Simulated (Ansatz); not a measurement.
Two isomers of CH7AlOSi2: A = `[OH][Al]1[CH2][SiH2][SiH2]1`, B = `O=C[SiH2][SiH2][AlH2]`.

Calculated with Ansatz (gas phase, PBE0-D4/def2-TZVP geometries, no zero-point term in ΔE). CCSD(T)/CBS adds triple-zeta CCSD(T) − MP2 to the extrapolated MP2 energy (def2 sets, frozen cores). Functionals use def2-TZVPP. B3LYP here is the variant with VWN-RPA as its local correlation; programs differ in this. One conformer a species, not always the lowest.

**Question.** Which isomer does CCSD(T)/CBS put lower? Give the gap. (Best estimate.)

**Answer.** Computed: A, by 297.1 kJ/mol.

**Question.** Give E(B) − E(A) in kJ/mol with PBE-D4, ωB97M-V, CCSD(T)/def2-TZVPP, PBE0-D4, B3LYP-D4, r2SCAN-D4, MP2/def2-TZVPP. (Estimate.)

**Answer.** Computed: PBE-D4 279.4, ωB97M-V 294.9, CCSD(T)/def2-TZVPP 289.2, PBE0-D4 295.7, B3LYP-D4 271.5, r2SCAN-D4 295.5, MP2/def2-TZVPP 312.6. None reverses the order clearly.

Largest T1 diagnostic: 0.016.

In def2-TZVPP, CCSD(T) changes the Hartree–Fock value by +40.2 kJ/mol (the triples alone add +1.8 kJ/mol) and MP2 by +63.6 kJ/mol. From PBE to PBE0 (25 % exact exchange), in def2-TZVPP and without D4, E(B) − E(A) moves by +16.8 kJ/mol.
